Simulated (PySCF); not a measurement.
Compound: C8H16.
SMILES with atom numbers: `[CH3:1][CH2:2][CH:3]1[CH2:4][CH2:5][CH2:6][CH2:7][CH2:8]1`

Definitions: NICS(0) = −σiso at the ring centroid; NICS(1) = −σiso and NICS(1)zz = −σzz at ±1 Å along the ring normal z. Level: GIAO PBE0/pcSseg-1 (PySCF, non-relativistic, gas phase) on the GFN2-xTB geometry, one conformer.

Ring bond lengths (Å), with Mayer bond orders in brackets: C3–C4 1.531 (1.01), C4–C5 1.526 (1.05), C5–C6 1.525 (1.04), C6–C7 1.525 (1.04), C7–C8 1.526 (1.05), C8–C3 1.530 (0.99).

Give the NICS values of each ring in ppm.

| ring | type | NICS(0) | NICS(1), two faces | NICS(1)zz, two faces | rms pucker (Å) | centre to ring atoms, mean (Å) |
| --- | --- | --- | --- | --- | --- | --- |
| C3–C4–C5–C6–C7–C8 | 6-membered carbocycle; formal bonds all single | -2.3 | -2.5 / -2.4 | 2.9 / 2.9 | 0.24 | 1.47 |

What do they say, and how far can they be read as aromaticity?

- C3–C4–C5–C6–C7–C8: mean NICS(1)zz 2.9 ppm, near zero. C3, C4, C5, C6, C7, C8 have four or more neighbours; no verdict on aromaticity is drawn.

At the first NICS(1) probe listed for ring C3–C4–C5–C6–C7–C8, 1 Å off the ring, what do the in-plane components average?

The isotropic value is a third of the trace: (3 × -2.5 − (2.9))/2 = -5.2 ppm.

On x86-64 server, one thread (shared host), this took 69 s. This is the whole shielding run at PBE0/pcSseg-1, SCF included.
